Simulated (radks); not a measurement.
Species: Sb+. Configuration: [Kr] 4d10 5s1.5 5p2.5 (fractional occupations, a model configuration). Method: scalar-relativistic Kohn-Sham, PBE, spin-polarised, spherical densities, finite nucleus; open shells are filled with parallel spins first (spin-orbit coupling, left out, can overturn this in heavy ions); Fermi nuclear charge, rms radius 4.6802 fm; computed with a radial shooting solver on a logarithmic mesh with Libxc functionals.

Unscreened Slater integrals over Kohn-Sham orbitals (hartree). They are taken over the spin-up orbitals.

F0(5p,5p): 0.34460
F2(5p,5p): 0.18575
F0(5p,5s): 0.37530
G1(5p,5s): 0.24585
F0(5p,4d): 0.43296
F2(5p,4d): 0.11486
G1(5p,4d): 0.038699
G3(5p,4d): 0.034310
F0(5p,4p): 0.44049
F2(5p,4p): 0.093316
G0(5p,4p): 0.017488
G2(5p,4p): 0.022230
F0(5s,5s): 0.41879
F0(5s,4d): 0.51287
G2(5s,4d): 0.067613
F0(5s,4p): 0.52502
G1(5s,4p): 0.033974
F0(4d,4d): 0.87747
F2(4d,4d): 0.44066
F4(4d,4d): 0.29050
F0(4d,4p): 0.95452
F2(4d,4p): 0.48017
G1(4d,4p): 0.60969
G3(4d,4p): 0.37571
F0(4p,4p): 1.0548
F2(4p,4p): 0.55337

Derived for the open shells (J is the average intra-shell exchange parameter used in DFT+U). 5p: J = F2/5 = 0.03715 hartree.
